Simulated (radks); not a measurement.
Results of a calculation; reference values are marked as such.
Question: The iridium ion Ir2+ is in [Xe] 4f14 5d(3/2: 4, 5/2: 3). Level of theory: Dirac Kohn-Sham, relativistic LDA (MacDonald-Vosko exchange, VWN5 correlation), spin-unpolarised, spherical densities, finite nucleus; Fermi nuclear charge, rms radius of each element as measured or else 0.836 A^(1/3) + 0.57 fm (a radial shooting solver on a logarithmic mesh with Libxc functionals). Sub-shells are occupied by j as written (lower j first in brackets). One electron is removed from 5p3/2, 5d5/2, 5d3/2, 4f7/2 in turn, with full relaxation. Which removal costs least, and what does each cost?

Answer: 5d5/2 30.116 eV; 5d3/2 31.567 eV; 5p3/2 76.066 eV; 4f7/2 91.140 eV. The 5d5/2 electron leaves first.
